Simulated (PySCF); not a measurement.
# Peak assignment

Bonds: B1-O4 1.338 Å, O4-C5 1.415 Å, C5-C6 1.511 Å. B1 carries H2, H3; C5 carries H7, H8; C6 carries H9, H10, H11.

- shieldings: GIAO PBE0/pcSseg-1
- structure optimised with PBE0-D3(BJ)/def2-SVP
- B3LYP/pcJ-1 coupling constants (spin–dipole term only in couplings to heteroatoms)
- program: PySCF
- isolated molecule, single conformer, rapidly exchanging positions averaged, no relativistic terms

δ = σ(ref) − σ, references computed at the same level: ¹³C (184.41 ppm), ¹H (31.27 ppm) against TMS.

(1) Assign these signals to the numbered atoms. ¹³C{¹H} NMR (computed): δ 73.6 (CH2), 20.1 (CH3).

(2) Assign these signals to the numbered atoms. ¹H NMR (400 MHz, computed): δ 5.08 (br, 2H), 4.13 (q, J = 7.9 Hz, 2H), 1.31 (t, J = 7.9 Hz, 3H).

Results:

(1) 
| δ (ppm) | atoms | environment | reason |
| --- | --- | --- | --- |
| 73.6 | C5 | carbon bonded to C, O, 2 H | – |
| 20.1 | C6 | carbon bonded to C, 3 H | – |

(2) 
| δ (ppm) | atoms | environment | reason |
| --- | --- | --- | --- |
| 5.08 | H2/H3 | hydrogen on a boron bonded to O | – |
| 4.13 | H7/H8 | hydrogen on a carbon bonded to C, O | – |
| 1.31 | H9/H10/H11 | hydrogen on a carbon bonded to C | – |

Hydrogens on boron are broadened and split by ¹¹B (spin 3/2, 80 %) and 10B (spin 3). Multiplet labels drop couplings under 1 Hz and merge nearly equal ones. Unscaled 3J(H,H) at this level run about 10 % above measured values. Shifts are as computed. Against solution values, carbons near 30 ppm lie about +2 ppm off and those near 130 ppm about +5 ppm. Of 1309 compounds with measured shifts, 239 miss one by over three times the rms of a fit or turn the order of signals round; such compounds aren't used in these exercises.
